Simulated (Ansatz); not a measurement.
## A family of molecules: the atomisation energy (no zero-point term)

Gas-phase molecules, one atom swapped for its congeners: SnH2(CH3)2; SnH2(CH3)(SiH3); SnH2(CH3)(GeH3). All are singlets with charge 0.

Shapes, held fixed at every level: PBE0-D4/def2-TZVP. Programs: Ansatz 0.2.0. Values in eV.

Q: How should the atomisation energy change along the series?

A: At CCSD(T)/def2-TZVPP the atomisation energy falls at every step, from 36.81 to 32.39 eV. Every level shows the same order. For atoms past krypton def2 sets carry core potentials with scalar relativity. Relativity is left out for Ge. Outer-core shells of Ge, Sn are correlated, in sets that cover them unevenly. Spin-orbit coupling, which grows down the group, is left out (summed over each molecule's free atoms 0.31, 0.33, 0.43 eV).

| level | SnH2(CH3)2 | SnH2(CH3)(SiH3) | SnH2(CH3)(GeH3) |
| --- | --- | --- | --- |
| HF/def2-TZVPP | 28.11 | 25.45 | 24.34 |
| PBE-D4/def2-TZVPP | 37.48 | 33.50 | 32.52 |
| r2SCAN-D4/def2-TZVPP | 37.33 | 33.69 | 32.74 |
| B3LYP-D4/def2-TZVPP | 37.34 | 33.71 | 32.64 |
| PBE0-D4/def2-TZVPP | 37.24 | 33.43 | 32.43 |
| B2PLYP/def2-TZVPP | 36.94 | 33.26 | 32.26 |
| CCSD(T)/def2-TZVPP | 36.81 | 33.21 | 32.39 |
